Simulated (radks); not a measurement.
Q: Valence configurations of the gold ion Au2+ (all share [Xe]). All-electron calculation, Dirac Kohn-Sham, PBEsol, spin-unpolarised, spherical densities, point nucleus; open shells fill j = l - 1/2 first. Program: a radial shooting solver on a logarithmic mesh with Libxc functionals. Order these by energy: 4f14 5d7 6s2; 4f14 5d8.5 6s0.5; 4f13.5 5d9.5; 4f12 5d9 6p2; 4f13 5d9 6p1; 4f13 5d10; 4f14 5d8 6s1; 4f14 5d9; 4f12 5d10 6p1; 4f14 5d8 6p1.

A: From the lowest, in eV above it: 4f14 5d9 0.000; 4f14 5d8.5 6s0.5 2.097; 4f14 5d8 6s1 4.497; 4f14 5d7 6s2 10.250; 4f14 5d8 6p1 11.915; 4f13.5 5d9.5 38.384; 4f13 5d10 79.355; 4f13 5d9 6p1 92.590; 4f12 5d10 6p1 183.81; 4f12 5d9 6p2 200.62. NIST lists [Xe] 4f14 5d9 as the ground configuration; this level of theory agrees among the configurations tried. The energies are those of spherical spin-averaged densities, not of single terms.
